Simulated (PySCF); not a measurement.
## Excitation energy of Cd by level of theory

Cd [Kr] 4d10 5s2 (1S) → Cd [Kr] 4d10 5s1 5p1, s spin flipped, as a difference of total energies. Computed with PySCF 2.14 in x2c-QZVPPall with one added diffuse shell each of s, p, d, f, g type (14s9p8d5f3g, 143 functions), with the spin-free X2C one-electron Hamiltonian (Gaussian nucleus). The calculations carry no spin-orbit coupling.

```
method  excitation energy (cm⁻¹)
   UHF                     30612
 TPSSh                     34956
M06-2X                     33852
  TPSS                     35199
```

The upper determinant mixes two multiplicities, so it lies between the two terms.
